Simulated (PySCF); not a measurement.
## Complete the spectrum of CH10Si3

Compound: CH10Si3.
SMILES: `C[SiH]([SiH3])[SiH3]`

Computed, not measured: TDDFT CAM-B3LYP/def2-SVPD, vertical, gas phase, core orbitals frozen in the response in PySCF 2.14.0, density-fitted response routines. Isolated species at its GFN2-xTB geometry, gas phase.

Orbital energies (eV): HOMO-3 -11.15, HOMO-2 -10.45, HOMO-1 -9.79, HOMO -9.34, LUMO 0.57, LUMO+1 0.85, LUMO+2 1.27.

Lowest singlets, with some entries withheld (?).

```
state  E (eV)       f  main configurations (H = HOMO, L = LUMO)
   S1    6.81   0.181                                 H→L (83%)
   S2    7.01   0.073                  H→L+1 (67%), H→L+3 (14%)
   S3    7.25  0.0083                               H-1→L (91%)
   S4    7.55   0.045                 H-1→L+1 (73%), H-2→L (9%)
   S5       ?   0.026     H→L+2 (54%), H→L+5 (22%), H-2→L (15%)
   S6       ?  0.0020   H→L+3 (66%), H→L+1 (16%), H-1→L+2 (10%)
   S7       ?   0.043   H-2→L (59%), H→L+2 (14%), H-1→L+1 (11%)
   S8       ?   0.527                H→L+4 (48%), H-1→L+2 (32%)
```

**Question.** Supply the missing values.

**Answer.** 
- S5: E = 7.64 eV
- S6: E = 7.71 eV
- S7: E = 7.86 eV
- S8: E = 8.04 eV

**Question.** How far apart are S7 and S8, in eV and cm⁻¹?

**Answer.** 8.036 − 7.864 = 0.172 eV, or about 1390 cm⁻¹.

**Question.** What is the mean static polarisability from the same response equations?

**Answer.** 101.7 au (15.06 Å³), with principal values 86.5, 100.0 and 118.4 au.

**Question.** Where do the lowest triplets lie (Tamm–Dancoff)?

**Answer.** T1 5.86 eV, H→L (88%); T2 6.37 eV, H→L+1 (58%), H→L+3 (21%); T3 6.47 eV, H-1→L (78%). E(S1) − E(T1) = +0.95 eV.
